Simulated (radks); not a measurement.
Values are calculated unless marked as measured or tabulated.
Problem. The mean radii <r> (bohr) of the occupied orbitals of an atom or ion are listed with their occupations. Level of theory: Dirac Kohn-Sham, PBE, spin-unpolarised, spherical densities, point nucleus (a radial shooting solver on a logarithmic mesh with Libxc functionals).

orbital      occ.      <r>
1s1/2           2  0.02274
2s1/2           2  0.09649
2p1/2           2  0.08073
2p3/2           4  0.08736
3s1/2           2   0.2545
3p1/2           2   0.2442
3p3/2           4   0.2569
3d3/2           4   0.2286
3d5/2           6   0.2326
4s1/2           2   0.5783
4p1/2           2   0.5922
4p3/2           4   0.6208
4d3/2           4   0.6619
4d5/2           6   0.6720
5s1/2           2    1.382
5p1/2           2    1.540
5p3/2           4    1.625
4f5/2     2.14286   0.9082
4f7/2     2.85714   0.9192
6s1/2           1    3.614
6p1/2    0.333333    4.341
6p3/2    0.666667    4.532

Name the element and its charge. Open shells, if any, are shared by 2j + 1.

Solution. Z = 62, samarium, charge +1: Sm+ in [Xe] 4f5 6s1 6p1. The 1s radius gives Z: for a bare nucleus <r> = (2 gamma + 1)/(2Z) with gamma = sqrt(1 - (Z/c)^2), 0.02245 bohr for Z = 62, and screening makes it slightly larger (0.02274 here). The occupations add up to 61, and the charge is Z minus that.
